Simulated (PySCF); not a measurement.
Species: C₇H₁₀Si.
Atom-mapped SMILES: `[CH2:1]=[C:2]=[C:3]([CH3:4])[C:5]#[C:6][SiH2:7][CH3:8]` (hydrogens: H9, H10 on C1; H11, H12, H13 on C4; H14, H15 on Si7; H16, H17, H18 on C8)

Method used: TDDFT wB97X-D/def2-SVPD, vertical, gas phase, core orbitals frozen in the response (PySCF). Geometry: GFN2-xTB; no solvent, vibrations or thermal averaging.

```csv
state,E (eV),E (kJ/mol),λ (nm),f,|μ| (D),symmetry,"main configurations (H = HOMO, L = LUMO)"
S1,5.20,502,238.3,0.0000,0.01,–,H→L+1 (85%)
S2,5.47,528,226.6,0.0006,0.18,–,H-1→L (90%)
S3,5.48,529,226.3,0.330,3.98,A′,"H→L (79%), H-1→L+1 (10%)"
S4,5.95,574,208.5,0.0006,0.16,–,H-2→L (87%)
S5,6.21,599,199.8,0.0006,0.17,–,"H→L+3 (49%), H→L+6 (12%), H-3→L+1 (11%)"
S6,6.71,648,184.7,0.0023,0.30,A″,H→L+2 (77%)
S7,6.98,674,177.5,0.809,5.53,A′,"H-1→L+1 (49%), H→L (16%), H-3→L (15%)"
S8,7.54,727,164.5,0.211,2.72,A′,"H-2→L+1 (35%), H-1→L+1 (24%), H-3→L (13%)"
```

Triplets (Tamm–Dancoff): T1 3.67 eV, H→L (92%); T2 4.93 eV, H→L+1 (75%); T3 4.94 eV, H-2→L+1 (35%), H-1→L+1 (21%), H-2→L+3 (16%).

The lowest singlet lies at 5.20 eV (238 nm, ultraviolet) and is dark (f under 0.0005); its leading configuration is HOMO→LUMO+1 (85%). The most intense listed level is S7 at 6.98 eV (178 nm, f = 0.809), 1.78 eV above S1. S2/S3 lie within about 0.01 eV of each other. Löwdin shares by element: HOMO carbon 80% or more (atoms not listed hold the other 20%); LUMO carbon 69% or more (atoms not listed hold the other 31%). Weighted by f, the mean energy of these states is 6.70 eV. Orbital energies (eV): HOMO-3 -10.91, HOMO-2 -10.04, HOMO-1 -9.58, HOMO -8.54, LUMO 0.94, LUMO+1 1.52, LUMO+2 2.19. Of the 8 states listed, 3 reach f = 0.01 and 1 stays under 0.0005. Symmetry labels in Cs follow from the direction of the transition dipole and are given only for states with f of 0.002 or more. The window holds the lowest 8 singlets.
